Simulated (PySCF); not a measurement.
Mo(O)(NH)(OH)2 (H3MoNO3), SMILES [OH][Mo](=[O])([OH])=[NH], multiplicity 1. Atoms are numbered in the order given.

```xyz
8

Mo     0.0379    -0.0340     0.0000
O      1.5248    -0.8356     0.0000
N     -1.2679    -1.1871     0.0000
H     -1.4799    -2.1869     0.0000
O     -0.1047     1.0357     1.5440
H     -0.8792     1.0185     2.1225
O     -0.1047     1.0357    -1.5440
H     -0.8792     1.0185    -2.1225
```
Charge 0, spin multiplicity 1.

Geometry: r2SCAN-D4/def2-SVP. The multiplicity is an assumed one; no other spin state was optimised. The structure was generated by enumeration; whether it is a known compound was not checked. The def2 effective core potentials stand for the cores of Mo; spin–orbit coupling is left out. One conformer was computed; it need not be the lowest.

All values below come from PySCF with ωB97X/def2-TZVP.

ESP charges are fitted to the potential on shells at 1.4 to 2.0 van der Waals radii. Atomic charges (e):

```tsv
atom	ESP fit	Mulliken	Löwdin
Mo1	1.36	…	0.82
O2	-0.45	…	-0.31
N3	-0.86	-0.66	-0.37
H4	0.43	0.26	0.16
O5	-0.66	…	-0.33
H6	0.42	0.36	0.18
O7	-0.66	…	-0.33
H8	0.42	0.36	0.18
```

**Question.** What belongs in the gaps? (An estimate is asked for; the answer gives what the named calculation found.)

**Answer.** 
- Mo1, Mulliken: 1.70
- O2, Mulliken: -0.57
- O5, Mulliken: -0.73
- O7, Mulliken: -0.73
